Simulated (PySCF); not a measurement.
## Relaxation of singlet AsNI₂

Computed with PBE0 in PySCF with As def2-SVP, N def2-SVP, I def2-SVP with ECP28; scalar-relativistic core potentials, no spin–orbit coupling; density-fitted integrals. A (50,194) grid was used.

A hand-made T-shaped (ligand arrangement 2) start, of C2v symmetry, held to at least that symmetry:

```xyz
4
charge 0 multiplicity 1, angstrom
As    0.0000    0.0000   -0.1367
N     0.0000    0.0000    1.6033
I     2.5385    0.0000   -0.0481
I    -2.5385    0.0000   -0.0481
```

Task: What forces act on the atoms at the start (eV/Å)?

Result: 
| atom | Fx | Fy | Fz |
| --- | --- | --- | --- |
| As1 | 0.00 | 0.00 | -0.14 |
| N2 | 0.00 | 0.00 | -1.68 |
| I3 | 1.88 | 0.00 | 0.91 |
| I4 | -1.88 | 0.00 | 0.91 |

Task: What does it relax to?

Result: It ends at C2v with As–I 2.770 Å (×2), As–N 1.690 Å; I–As–I 133.0°, I–As–N 66.5° (×2). A frequency run shows 1 imaginary mode, down to 424i cm⁻¹, so it is a saddle point. Other isomers or separated fragments may lie lower.

Task: How much energy is released, and in how many steps?

Result: 124.8 kJ/mol in 8 steps.

The relaxation took of the order of 2.8 core-minutes on a shared host.
